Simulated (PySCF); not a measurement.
**Two-component Hartree-Fock for Ir (iridium, neutral)**

Start: [Xe] 4f14 5d9; 5d3/2 filled at m_j = -3/2, -1/2, +1/2, +3/2; 5d5/2 filled at m_j = -3/2, -1/2, +1/2, +3/2, +5/2. Calculated with PySCF 2.14 in x2c-TZVPall-2c with one added diffuse shell each of s, p, d type (12s12p11d2f, 117 functions): generalised Hartree-Fock with the X2C-1e Hamiltonian and a Gaussian nucleus; spin-orbit coupling (SO) screened by Boettger's factors. This is a chosen level, not necessarily the ground level.

| spinor shell | electrons | ε, screened SO (eV) | weight of nominal j (screened SO) | rms radius, screened SO (bohr) |
| --- | --- | --- | --- | --- |
| 1s1/2 | 2 | -76503.5 | 1.000 | 0.0197 |
| 2s1/2 | 2 | -13523.7 | 1.000 | 0.0795 |
| 2p1/2 | 2 | -12932.1 | 1.000 | 0.0675 |
| 2p3/2 | 4 | -11298.9 | 1.000 | 0.0752 |
| 3s1/2 | 2 | -3224.9 | 1.000 | 0.203 |
| 3p1/2 | 2 | -2960.5 | 1.000 | 0.195 |
| 3d3/2 | 4 | -2160.9 | 1.000 | 0.185 |
| 3d5/2 | 6 | -2082.8 | 1.000 | 0.189 |
| 4s1/2 | 2 | -719.06 | 1.000 | 0.450 |
| 4p1/2 | 2 | -606.36 | 1.000 | 0.456 |
| 4p3/2 | 4 | -519.33 | 1.000 | 0.490 |
| 4d3/2 | 4 | -334.22 | 1.000 | 0.507 |
| 4d5/2 | 6 | -317.49 | 1.000 | 0.519 |
| 5s1/2 | 2 | -110.63 | 1.000 | 1.06 |
| 4f5/2 | 6 | -79.363 | 0.999 | 0.586 |
| 4f7/2 | 8 | -76.217 | 0.999 | 0.588 |
| 5p1/2 | 2 | -73.473 | 0.997 | 1.16 |
| 5p3/2 | 4 | -58.882 | 0.999 | 1.26 |
| 5d3/2 | 4 | -9.320 | 0.878 | 2.05 |
| 5d5/2 | 5 | -7.959 | 0.939 | 2.08 |

(1) Where does 3p3/2 lie, and what is the 3p spin-orbit splitting (screened SO)?

```
   quantity   screened SO
E (hartree)  -17838.90056
        M_J           5/2
       ⟨J²⟩        10.506
       ⟨L²⟩         8.698
       ⟨S²⟩         1.350
```

The determinant has a definite M_J but mixes levels of different J.

Each row is a mean over spinors that exchange with the open shell spreads, by up to 3.660 eV (5p3/2).

Rows whose weight is well below 1 are mixtures of j = l ± 1/2: exchange outweighs spin-orbit coupling there, and the label is only the starting occupation.

Breit and QED terms are absent; they matter most for the inner s and p1/2 levels.

Densities and radii are taken from the X2C orbitals without a picture-change correction, which distorts them close to the nucleus.

## Answers

(1) At -2597.2 eV, 363.25 eV above 3p1/2.
